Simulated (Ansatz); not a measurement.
One change: `CB(C)[SiH2]Cl` becomes `CB(C)[SiH2]F`.

Ansatz, PBE0-D4/def2-TZVP geometries, multiplicity 1. Each molecule was computed in one conformer, which needn't be the lowest.

| property | `CB(C)[SiH2]Cl` |
| --- | --- |
| size of the dipole moment (ωB97M-V/def2-TZVPP) / D | 2.41 |
| LUMO energy (ωB97M-V/def2-TZVPP) / eV | 0.41 |
| HOMO–LUMO gap (PBE0/def2-TZVPP) / eV | 6.07 |
| HOMO energy (PBE0/def2-TZVPP) / eV | -7.64 |
| size of the dipole moment (B3LYP/def2-TZVPP) / D | 2.40 |
| HOMO–LUMO gap (PBE/def2-TZVPP) / eV | 3.89 |

Problem. What does the change do to each property? (Estimate.)

Solution. The calculation gave: 
```
                                          property  `CB(C)[SiH2]F`  shift
size of the dipole moment (ωB97M-V/def2-TZVPP) / D            2.18  -0.23
             LUMO energy (ωB97M-V/def2-TZVPP) / eV            0.49   0.08
              HOMO–LUMO gap (PBE0/def2-TZVPP) / eV            6.17   0.10
                HOMO energy (PBE0/def2-TZVPP) / eV           -7.66  -0.02
  size of the dipole moment (B3LYP/def2-TZVPP) / D            2.18  -0.22
               HOMO–LUMO gap (PBE/def2-TZVPP) / eV            3.96   0.07
```

Dipoles are sizes alone; their direction can turn.

B3LYP here is the variant with VWN-RPA as its local correlation; programs differ in this.
